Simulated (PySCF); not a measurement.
## Removing an electron from `CN1C=CN(C)P1(P)=S`

Compound: C₄H₁₀N₂P₂S.
Atom-mapped SMILES: `[CH3:1][N:2]1[CH:3]=[CH:4][N:5]([CH3:6])[P:7]1([PH2:8])=[S:9]` (hydrogens: H10, H11, H12 on C1; H13 on C3; H14 on C4; H15, H16, H17 on C6; H18, H19 on P8)

Structure used (PBE0-D3(BJ)/def2-SVP), in Å, numbered top down from 1:
```
atom  x, y, z in Å
C1     2.4651    0.9486   -0.0225
N2     1.2835    0.1309   -0.0426
C3     1.2501   -1.2045   -0.4650
C4     0.0457   -1.7746   -0.2755
N5    -0.8785   -0.8950    0.3025
C6    -2.2247   -1.2474    0.6598
P7    -0.2645    0.6856    0.3755
P8    -1.0410    1.6842   -1.4918
S9    -0.5077    1.7340    1.9831
H10    2.7511    1.3096   -1.0269
H11    3.3129    0.3901    0.4048
H12    2.2830    1.8185    0.6261
H13    2.1471   -1.6710   -0.8676
H14   -0.2421   -2.8012   -0.4940
H15   -2.6190   -0.4856    1.3490
H16   -2.2418   -2.2125    1.1898
H17   -2.8961   -1.3146   -0.2156
H18   -2.2583    2.0566   -0.8431
H19   -0.4095    2.9191   -1.1488
```

Level: CAM-B3LYP/def2-SVPD (PySCF). Frontier orbitals with their largest atomic shares (Löwdin; up to four atoms above 4 %):

| orbital | ε (eV) | main atoms |
| --- | --- | --- |
| HOMO−3 | -9.61 | N2 27 %, N5 27 %, C1 8 %, C6 8 % |
| HOMO−2 | -8.33 | S9 71 %, P7 15 % |
| HOMO−1 | -7.64 | S9 65 %, P8 21 %, P7 10 % |
| HOMO | -6.64 | ? |
| LUMO | 0.60 | P8 40 %, S9 18 %, P7 15 %, H19 5 % |
| LUMO+1 | 0.96 | P7 19 %, P8 13 %, C3 10 %, C4 10 % |
| LUMO+2 | 1.05 | P8 18 %, S9 15 %, C6 10 %, C1 9 % |

**Question.** What vertical ionisation energy does ΔSCF give, and how far is −ε(HOMO) from it?

**Answer.** ΔSCF: 7.12 eV (687 kJ/mol; threshold wavelength 174 nm); ⟨S²⟩ of the doublet left behind is 0.758, against 0.75 for a pure doublet. −ε(HOMO) is 6.64 eV, 0.48 eV below it. For the exact functional −ε(HOMO) would equal the first vertical ionisation energy; CAM-B3LYP (range-separated hybrid) falls short of its own ΔSCF value by 7 %.

**Question.** On which atoms does the HOMO lie?

**Answer.** C3 (vinylic carbon bearing nitrogen) 18 %, C4 (vinylic carbon bearing nitrogen) 18 %, N5 (nitrogen bonded to 2 C and P) 18 %, N2 (nitrogen bonded to 2 C and P) 18 %, so no atom holds as much as 40 %. The HOMO−1 lies 1.00 eV lower.

**Question.** With α = 136.5 au, estimate the like-pair dispersion coefficient by London's formula C6 = (3/4)α²I.

**Answer.** I = 0.2616 Eh, so C6 ≈ 3660 au, a rough estimate.

**Question.** How many of the 10 lowest singlet excitations (vertical TDDFT, same level) lie below the ionisation energy?

**Answer.** All 10; they run from 4.35 to 6.01 eV.

**Question.** What kinetic energy would electrons from this vertical process carry with He II light (40.814 eV)?

**Answer.** 40.81 − 7.12 = 33.69 eV.

Isolated species at its PBE0-D3(BJ)/def2-SVP geometry (one conformer only).

The run behind these numbers computed excited states and ΔSCF ions as well. Hardware: an Intel Xeon Platinum 8488C with one thread, shared host with 96 logical CPUs at a one-minute load of 47. Cost: 6.6 min (with the writing of density and orbital grids), 1.5 GiB resident at most.
